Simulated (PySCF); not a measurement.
Correlation energy of Pr+ (praseodymium, charge +1)

Starting occupation: [Xe] 4f3 6s1, 4f5/2 with m_j = +1/2, +3/2, +5/2, 6s1/2 with m_j = -1/2. Calculation: PySCF 2.14, in x2c-TZVPPall-2c (11s11p10d4f2g, 140 functions); X2C-1e with screened-nucleus spin-orbit coupling, Gaussian nucleus. Frozen: [Ar] 3d10; 30 electrons correlated; the 18 highest virtual spinors left out.

MP2 pair energies summed by pair of shells (mhartree):

```csv
pair,energy,share (%)
4d-4d,-264.68,23.8
4d-5p,-137.52,12.3
4d-4f,-132.03,11.9
5p-5p,-121.86,10.9
4d-4p,-106.96,9.6
4f-5p,-80.20,7.2
4d-5s,-38.10,3.4
5p-5s,-36.48,3.3
4p-4p,-30.89,2.8
4d-4s,-24.67,2.2
4f-4p,-21.50,1.9
5p-6s,-19.96,1.8
4p-5p,-17.18,1.5
4f-4f,-15.96,1.4
4f-5s,-15.66,1.4
4p-4s,-13.57,1.2
4p-5s,-9.30,0.8
5s-5s,-6.43,0.6
4f-4s,-4.79,0.4
4f-6s,-4.08,0.4
4d-6s,-3.93,0.4
4s-5p,-2.71,0.2
4s-4s,-2.68,0.2
4s-5s,-1.24,0.1
5s-6s,-1.18,0.1
4p-6s,-0.48,0.0
4s-6s,-0.06,0.0
```

Total MP2 correlation energy: -1114.1 mhartree.

The GHF reference relaxed away from the jj start to a determinant that is no pure jj level (⟨S²⟩ = 5.96, ⟨J²⟩ = 23.17); the energies belong to that determinant.

This basis was not built for core-valence correlation, so the inner-shell part is incomplete.
